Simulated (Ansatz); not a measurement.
The Cd1–H2 bond of CdH2Se (SMILES [SeH][CdH]) is stretched (multiplicity 1, the rest rigid).
Geometry at rest (charge 0, multiplicity 1):
```xyz
4

Cd    -0.578    -0.435    -0.716
H     -1.527    -1.155    -1.891
Se     0.833     0.666     1.015
H      0.951    -0.596     1.766
```

Cores are frozen in the correlated methods. Filled d and f shells under p-block atoms count as core.

Run with Ansatz (Gaussian basis) for Hartree–Fock, density functionals and correlated methods.  In def2 rows elements past Kr take small-core potentials, without spin–orbit coupling.

Energies above the point at 1.673 Å (the B3LYP-D3(BJ) bond length), FIC-MRCISD+Q on CASSCF(2,2)/def2-TZVPP (kcal/mol): 4.83 at 1.506 Å; 3.32 at 1.840 Å; 70.86 at 5.353 Å.

### Question
Take the last value as the depth D of a Morse curve D(1 − e^(−a(R − R₀)))², fit a and R₀ to the two near points, and test it at 2.258 and 2.927 Å.

### Answer

With D = 70.9, both near points (counted from the curve's value at 1.673 Å) are met by a = 1.42 Å⁻¹ and R₀ = 1.668 Å, so k = 2Da² = 287 kcal/(mol Å²). The curve then gives 22.9 and 49.2 kcal/mol; the level itself gives 23.7 and 53.4, so Morse is off by -0.8 and -4.2.

Ansatz is a program for electronic structure.
